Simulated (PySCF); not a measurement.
**Ionisation energy of Al²⁺ by level of theory**

Al²⁺ [Ne] 3s1 [3s1/2^1, M_J = 1/2] → Al³⁺ [Ne], as a difference of total energies. All numbers are calculated (PySCF 2.14, the two-component X2C-1e Hamiltonian, in x2c-QZVPPall-2c). Correlated levels: [Ne] frozen; the 4 highest virtual spinors dropped. "Screened" scales the spin-orbit matrix elements by Boettger's factors to mimic the two-electron term; Breit and QED terms are absent.

```csv
method,ionisation energy (eV)
GHF (screened spin-orbit),28.089
GMP2 (screened spin-orbit),28.089
GCCSD (screened spin-orbit),28.089
GCCSD(T) (screened spin-orbit),28.089
```

Errors of the correlated levels include the incompleteness of this basis and the frozen core.

For comparison: 28.448 eV (measured; NIST Atomic Spectra Database, ionization energies).
